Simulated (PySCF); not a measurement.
Species: C7H11Cl.
Z-matrix (Å and degrees, PBE0-D3(BJ)/def2-SVP geometry), rows numbered from 1:
```
Cl
C   1  1.7918
C   2  1.5260  1  111.58
C   3  1.5293  2  104.22  1   150.42
C   4  1.5320  3  103.37  2   -38.22
C   5  1.5252  4  104.09  3    39.49
C   6  1.5464  2   89.11  1   119.94
C   2  1.5402  1  113.88  3  -134.66
H   3  1.1006  2  112.32  1   -85.31
H   3  1.1010  2  108.35  1    33.55
H   4  1.1035  3  110.55  2    79.95
H   4  1.1002  3  112.66  2  -160.81
H   5  1.1014  4  113.35  3   162.27
H   5  1.1026  4  109.69  3   -77.81
H   6  1.0977  2  114.91  1     3.39
H   7  1.1005  6  113.94  2   114.67
H   7  1.0987  6  114.37  2  -120.35
H   8  1.1010  2  114.15  1   118.71
H   8  1.0974  2  112.72  1    -5.77
```

Theory: PySCF 2.14.0, PBE0-D3(BJ)/def2-SVP geometry optimisation, gas phase.

Take the most abundant isotopes and a rigid rotor. The values belong to one conformer with, in the numbering `[Cl:1][C@@:2]12[CH2:3][CH2:4][CH2:5][C@@H:6]1[CH2:7][CH2:8]2`, Cl1–C2–C3–C4 150°, C2–C3–C4–C5 -38°, C3–C4–C5–C6 39°, C4–C5–C6–C7 72°.

Q: Give the principal moments of inertia and the rotational constants in MHz.

A: Ia = 195.50, Ib = 328.30, Ic = 394.58 u·Å²; 505379 MHz·u·Å²/I gives A = 2585, B = 1539, C = 1281 MHz.

Q: Classify the top.

A: An asymmetric top: κ = (2 × 1539 − 2585 − 1281)/(2585 − 1281) = -0.60.

Q: What does the inertial defect say?

A: Not planar: Δ = Ic − Ia − Ib = -129.22 u·Å². For a rigid frame Δ = −2 Σ m c², so Σ m c² = 64.61 u·Å² lies off the ab plane: 18.85 from hydrogen and 45.76 from heavier atoms. The atom farthest from that plane is 2.05 Å away.

Q: List the rotational levels J(Ka,Kc) to J = 4 (MHz).

A: Above 0(0,0):
J = 1: 1(0,1) 2820, 1(1,1) 3866, 1(1,0) 4124
J = 2: 2(0,2) 8418, 2(1,2) 9248, 2(1,1) 10023, 2(2,1) 13161, 2(2,0) 13203
J = 3: 3(0,3) 16717, 3(1,3) 17296, 3(1,2) 18843, 3(2,2) 21621, 3(2,1) 21826, 3(3,1) 27521, 3(3,0) 27525
J = 4: 4(0,4) 27629, 4(1,4) 27986, 4(1,3) 30542, 4(2,3) 32869, 4(2,2) 33441, 4(3,2) 38875, 4(3,1) 38905, 4(4,1) 47035, 4(4,0) 47036

Q: Which types of transition are allowed, and where do some lines up to J = 5 fall?

A: The dipole components are |μa| = 1.98 D, |μb| = 0.28 D, |μc| = 0.38 D. The squared components, which scale the intensities, stand as 1.00 : 0.02 : 0.04 (a : b : c). Some lines, for components of 0.1 D or more:

```json
{"type": "a", "branch": "Q", "J(Ka,Kc)": "4(2,2) ← 4(2,3)", "MHz": "573", "lower level (cm⁻¹)": "1.096"}
{"type": "a", "branch": "Q", "J(Ka,Kc)": "5(2,3) ← 5(2,4)", "MHz": "1203", "lower level (cm⁻¹)": "1.564"}
{"type": "a", "branch": "Q", "J(Ka,Kc)": "3(1,2) ← 3(1,3)", "MHz": "1547", "lower level (cm⁻¹)": "0.577"}
{"type": "b", "branch": "Q", "J(Ka,Kc)": "3(1,2) ← 3(0,3)", "MHz": "2126", "lower level (cm⁻¹)": "0.558"}
{"type": "c", "branch": "Q", "J(Ka,Kc)": "4(2,3) ← 4(1,3)", "MHz": "2327", "lower level (cm⁻¹)": "1.019"}
{"type": "b", "branch": "Q", "J(Ka,Kc)": "2(2,0) ← 2(1,1)", "MHz": "3180", "lower level (cm⁻¹)": "0.334"}
{"type": "a", "branch": "Q", "J(Ka,Kc)": "5(1,4) ← 5(1,5)", "MHz": "3761", "lower level (cm⁻¹)": "1.377"}
{"type": "b", "branch": "Q", "J(Ka,Kc)": "2(2,1) ← 2(1,2)", "MHz": "3913", "lower level (cm⁻¹)": "0.308"}
{"type": "b", "branch": "Q", "J(Ka,Kc)": "4(3,2) ← 4(2,3)", "MHz": "6006", "lower level (cm⁻¹)": "1.096"}
{"type": "c", "branch": "Q", "J(Ka,Kc)": "5(4,2) ← 5(3,2)", "MHz": "8032", "lower level (cm⁻¹)": "1.774"}
{"type": "b", "branch": "R", "J(Ka,Kc)": "5(2,3) ← 4(3,2)", "MHz": "9205", "lower level (cm⁻¹)": "1.297"}
{"type": "a", "branch": "R", "J(Ka,Kc)": "4(3,1) ← 3(3,0)", "MHz": "11380", "lower level (cm⁻¹)": "0.918"}
{"type": "b", "branch": "R", "J(Ka,Kc)": "3(2,2) ← 2(1,1)", "MHz": "11598", "lower level (cm⁻¹)": "0.334"}
{"type": "b", "branch": "R", "J(Ka,Kc)": "5(1,4) ← 4(2,3)", "MHz": "12188", "lower level (cm⁻¹)": "1.096"}
{"type": "a", "branch": "R", "J(Ka,Kc)": "5(0,5) ← 4(0,4)", "MHz": "13467", "lower level (cm⁻¹)": "0.922"}
{"type": "a", "branch": "R", "J(Ka,Kc)": "5(2,3) ← 4(2,2)", "MHz": "14638", "lower level (cm⁻¹)": "1.115"}
{"type": "b", "branch": "R", "J(Ka,Kc)": "4(3,2) ← 3(2,1)", "MHz": "17049", "lower level (cm⁻¹)": "0.728"}
{"type": "b", "branch": "R", "J(Ka,Kc)": "4(3,1) ← 3(2,2)", "MHz": "17284", "lower level (cm⁻¹)": "0.721"}
{"type": "c", "branch": "R", "J(Ka,Kc)": "5(2,3) ← 4(1,3)", "MHz": "17538", "lower level (cm⁻¹)": "1.019"}
{"type": "c", "branch": "R", "J(Ka,Kc)": "5(2,4) ← 4(1,4)", "MHz": "18889", "lower level (cm⁻¹)": "0.934"}
{"type": "c", "branch": "R", "J(Ka,Kc)": "4(4,1) ← 3(3,1)", "MHz": "19514", "lower level (cm⁻¹)": "0.918"}
{"type": "b", "branch": "R", "J(Ka,Kc)": "5(3,3) ← 4(2,2)", "MHz": "19639", "lower level (cm⁻¹)": "1.115"}
{"type": "c", "branch": "R", "J(Ka,Kc)": "5(4,1) ← 4(3,1)", "MHz": "22328", "lower level (cm⁻¹)": "1.298"}
```

Q: Estimate the classical rotational partition function at 10 K, 25 K and 500 K.

A: Point group C1, symmetry number σ = 1; q = (√π/σ)·√((kT/h)³/(ABC)), k/h = 20836.6 MHz/K: 2360 at 10 K, 9330 at 25 K, 835000 at 500 K.

Not checked by PBE0-D3(BJ)/def2-SVP frequencies. No vibrational averaging or centrifugal distortion is included, and the geometry carries the error of its method. Quadrupole hyperfine structure (35Cl) is left out.
